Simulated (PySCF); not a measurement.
**Ions at one geometry of [LaBr2]+**

PySCF 2.14.0, RKS PBE0, La def2-SVP with ECP46, Br def2-SVP; non-relativistic Hamiltonian with scalar-relativistic core potentials where named; density fitting; no spin-orbit coupling; singlets restricted, open shells unrestricted. The geometry is relaxed for charge +1, singlet, vacuum:

```xyz
3

La    0.0000    0.0000   -0.8973
Br    2.1280    0.0000    0.6852
Br   -2.1280    0.0000    0.6852
```

Energies count from the relaxed state; an electron taken off or put on is at rest in vacuum. Charges and spins are Mulliken's.

```csv
state,energy (eV),spin squared,charge on La1 (e),spin on La1 (e),dipole about the centre of mass (D)
"charge +1, singlet, vacuum",0.00,0.00,1.28,0.00,8.35
"charge 0, doublet, vacuum",-5.97,0.75,0.58,1.04,5.70
```

**Question.** What does the state charge +2, doublet, vacuum give?

**Answer.** energy (eV) 14.65, spin squared 0.77, charge on La1 (e) 1.54, spin on La1 (e) -0.12, dipole about the centre of mass (D) 6.51.

With an electron taken off (doublet) the charges change, summed by element, by La +0.26 e, Br +0.74 e. The vertical ionisation energy is 14.65 eV, against −ε(HOMO) = 12.61 eV of the relaxed state. The level lies 2.0 eV too high, as is usual for semilocal functionals and global hybrids, which keep a self-interaction error.

With an electron put on (doublet) the charges change, summed by element, by La -0.70 e, Br -0.30 e. The vertical electron affinity is 5.97 eV, against −ε(LUMO) = 7.47 eV of the relaxed state.

Open shells may have lower solutions than those found.
